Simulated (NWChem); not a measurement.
System meant: CH3CdClO; SMILES [O]([Cd][Cl])C

Here is an NWChem input.

```
start job
memory heap 200 mb stack 900 mb global 1100 mb
geometry units angstroms noautoz
  Cd    -0.077761    -0.520191     0.000000
  Cl     0.579189    -2.715480     0.000000
  O     -0.478718     1.425565     0.000000
  C     -1.806588     1.896608     0.000000
  H     -2.398735     1.597240     0.899943
  H     -1.771898     3.010770     0.000000
  H     -2.398735     1.597240    -0.899943
end
basis spherical
  Cd library def2-svp
  Cl library def2-svp
  O library def2-svp
  C library def2-svp
  H library def2-svp
end
ecp
  Cd library def2-ecp
end
dft
  odft
  mult 2
  xc xpbe96 cpbe96
  iterations 150
  mulliken
end
task dft energy
```

End of the output:

```
 Summary of "ao basis" -> "" (spherical)
 ------------------------------------------------------------------------------
       Tag                 Description            Shells   Functions and Types
 ---------------- ------------------------------  ------  ---------------------
 Cd                         def2-svp                11       31   5s3p2d1f
 Cl                         def2-svp                 8       18   4s3p1d
 O                          def2-svp                 6       14   3s2p1d
 C                          def2-svp                 6       14   3s2p1d
 H                          def2-svp                 3        5   2s1p

 Summary of "ao basis" -> "ao basis" (spherical)
 ------------------------------------------------------------------------------
       Tag                 Description            Shells   Functions and Types
 ---------------- ------------------------------  ------  ---------------------
 Cd                         def2-svp                11       31   5s3p2d1f
 Cl                         def2-svp                 8       18   4s3p1d
 O                          def2-svp                 6       14   3s2p1d
 C                          def2-svp                 6       14   3s2p1d
 H                          def2-svp                 3        5   2s1p

      Symmetry analysis of basis
      --------------------------

        a'         63
        a"         29

  number of electrons :                   54
  multiplicity        :                    2
 ------------------------------------------------------------------------
  no. of electrons and multiplicity not compatible                  54
 ------------------------------------------------------------------------
 ------------------------------------------------------------------------
  current input line :
    29: task dft energy
 ------------------------------------------------------------------------
 ------------------------------------------------------------------------
 There is an error in the input file
 ------------------------------------------------------------------------
 For more information see the NWChem manual at https://nwchemgit.github.io

0: no. of electrons and multiplicity not compatible:Received an Error in Communication
```

### Question
Find the fault in this run and fix the input.

### Answer
The program refused the input. Cause: the multiplicity doesn't fit the number of electrons (an even count wants an odd multiplicity, and the reverse). This input runs:
```
start job
memory heap 200 mb stack 900 mb global 1100 mb
geometry units angstroms noautoz
  Cd    -0.077761    -0.520191     0.000000
  Cl     0.579189    -2.715480     0.000000
  O     -0.478718     1.425565     0.000000
  C     -1.806588     1.896608     0.000000
  H     -2.398735     1.597240     0.899943
  H     -1.771898     3.010770     0.000000
  H     -2.398735     1.597240    -0.899943
end
basis spherical
  Cd library def2-svp
  Cl library def2-svp
  O library def2-svp
  C library def2-svp
  H library def2-svp
end
ecp
  Cd library def2-ecp
end
dft
  xc xpbe96 cpbe96
  iterations 150
  mulliken
end
task dft energy
```
It converges to -742.53870 Ha (PBE/def2-SVP with def2 effective core potentials on Cd).
